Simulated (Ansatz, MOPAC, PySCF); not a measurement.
Dimer: HCl (SMILES Cl) (first 2 atoms) with CH3F (SMILES CF); geometry from B3LYP-D3(BJ)/def2-TZVP, rigid monomers moved along the line of their centres of mass till H2···F4 is 3.48 Å.
(charge 0, multiplicity 1):
| atom | x (Å) | y (Å) | z (Å) |
|---|---|---|---|
| Cl | 0.1652 | 0.0521 | -0.1361 |
| H | 0.2154 | 0.5086 | 1.0704 |
| C | -0.6570 | -0.5414 | 5.0664 |
| F | -0.1176 | 0.6387 | 4.5343 |
| H | 0.0594 | -0.9508 | 5.7771 |
| H | -1.5940 | -0.2923 | 5.5623 |
| H | -0.8288 | -1.2394 | 4.2479 |

Monomers are frozen at their geometry in the pair; levels with a basis set take the counterpoise correction. Rows marked so take none.

Correlated levels freeze the cores. CBS: X⁻³ extrapolation of the correlation energy, Hartree–Fock from the larger set. Rows in 6-31G* carry no dispersion term and start afresh at each structure (6-31G* with six Cartesian d functions). The state that PM6 reach isn't checked.

The values were computed with Ansatz (a first-principles code) with Gaussian orbitals; MOPAC for PM6 (differences of heats of formation); PySCF for 6-31G* rows, the dispersion terms. Values without a source in brackets are computed.

```csv
level,interaction energy (meV)
PM6,-25.8
HF/aug-cc-pV(T+d)Z,-40.8
PBE/def2-TZVPPD,-37.9
PBE-D3(BJ)/def2-TZVPPD,-44.9
PBE-D4/def2-TZVPPD,-44.7
B3LYP-D3(BJ)/def2-TZVPPD,-42.1
M06-2X/6-31G* (no counterpoise),…
MP2/aug-cc-pV(T+d)Z,-44.8
"CCSD(T)/CBS(aug-cc-pV(D+d)Z, aug-cc-pV(T+d)Z)",-44.3
```

Question: What belongs in the gaps?

Answer: 
- M06-2X/6-31G* (no counterpoise), interaction energy (meV): -49.3
